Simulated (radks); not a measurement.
Species: Bi4+. Configuration: [Xe] 4f14 5d10 6s1 (the NIST ground configuration). Calculated with a radial shooting solver on a logarithmic mesh with Libxc functionals: scalar-relativistic Kohn-Sham, LDA (Slater exchange, Perdew-Wang correlation), spin-polarised, spherical densities, finite nucleus; open shells are filled with parallel spins first (spin-orbit coupling, left out, can overturn this in heavy ions); Fermi nuclear charge, rms radius 5.5211 fm.

Normalised radial functions P(r) = r R(r), r in bohr:

r,5p up
0.001715,0.0076
0.002324,0.0124
0.003125,0.0200
0.004201,0.0320
0.005694,0.0512
0.007656,0.0796
0.01029,0.1206
0.01384,0.1756
0.01875,0.2432
0.02521,0.3053
0.0339,0.3323
0.04558,0.2766
0.06177,0.0898
0.08305,-0.1965
0.1117,-0.4371
0.1501,-0.3902
0.2035,0.0657
0.2735,0.5842
0.3678,0.5849
0.4984,-0.1362
0.6701,-0.9612
0.9009,-1.2134
1.211,-0.8582
1.642,-0.3648
2.207,-0.0937
2.967,-0.0126
3.99,-0.0007
5.407,0.0000
7.269,0.0000

5p up: eigenvalue -137.12 eV, 3 radial nodes at r = 0.0683, 0.197, 0.476 bohr, <r> = 0.946 bohr, 90 % of the charge inside 1.36 bohr.
